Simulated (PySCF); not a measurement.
**Functional benchmark on one molecule**

Molecule: 4-hydroxy-1-fluorobenzene (Oc1ccc(F)cc1, C6H5FO).

Geometry:
```json
{"atom": "O1", "x (Å)": "-2.030", "y (Å)": "-0.964", "z (Å)": "-0.924"}
{"atom": "C2", "x (Å)": "-0.863", "y (Å)": "-0.495", "z (Å)": "-0.432"}
{"atom": "C3", "x (Å)": "0.230", "y (Å)": "-0.181", "z (Å)": "-1.245"}
{"atom": "C4", "x (Å)": "1.412", "y (Å)": "0.302", "z (Å)": "-0.685"}
{"atom": "C5", "x (Å)": "1.493", "y (Å)": "0.468", "z (Å)": "0.690"}
{"atom": "F6", "x (Å)": "2.623", "y (Å)": "0.930", "z (Å)": "1.230"}
{"atom": "C7", "x (Å)": "0.416", "y (Å)": "0.160", "z (Å)": "1.514"}
{"atom": "C8", "x (Å)": "-0.761", "y (Å)": "-0.322", "z (Å)": "0.953"}
{"atom": "H9", "x (Å)": "-1.965", "y (Å)": "-1.037", "z (Å)": "-1.882"}
{"atom": "H10", "x (Å)": "0.159", "y (Å)": "-0.314", "z (Å)": "-2.329"}
{"atom": "H11", "x (Å)": "2.272", "y (Å)": "0.552", "z (Å)": "-1.310"}
{"atom": "H12", "x (Å)": "0.512", "y (Å)": "0.301", "z (Å)": "2.592"}
{"atom": "H13", "x (Å)": "-1.620", "y (Å)": "-0.572", "z (Å)": "1.577"}
```

Geometry PBE0-D3(BJ)/def2-SVP throughout; GIAO in PySCF 2.14, gas phase, one conformer, non-relativistic; equivalent atoms averaged; basis pcSseg-1.

Reference values (measured; G. Saielli, R. Bini, A. Bagno, Computational 19F NMR. 2. Organic compounds, RSC Adv. 2014, ESI (exp. from Berger-Braun-Kalinowski 1994 and Everett 1995)): δ(F6) = -124.6 ppm vs CFCl3. Computed shifts are taken against CFCl3, calculated as an isolated molecule at each level.

Task: How do the functionals HF, PBE, BP86, OPBE, PBE0, mPW1PW91, BHandHLYP, CAM-B3LYP, LC-wPBE perform against the reference? Times are CPU seconds on shared hosts with different chips, so compare them loosely; the GGAs took longer than the global hybrids here, which isn't the general rule, and the cause wasn't traced.

Result: 
```csv
functional,kind,F6,abs. error F,core-s
HF,Hartree–Fock,-109.5,15.1,6.6
PBE,GGA,-135.3,10.7,26
BP86,GGA,-138.0,13.4,25
OPBE,GGA,-127.1,2.5,26
PBE0,global hybrid,-125.9,1.3,13
mPW1PW91,global hybrid,-126.0,1.4,14
BHandHLYP,global hybrid,-120.0,4.6,16
CAM-B3LYP,range-separated hybrid,-122.0,2.6,22
LC-wPBE,range-separated hybrid,-110.1,14.5,31
```

For ¹⁹F the closest is PBE0 (1.3 ppm, with mPW1PW91 practically level) and the furthest HF (15.1 ppm). One molecule is a small sample, and vibrational and solvent effects are absent from the calculation.
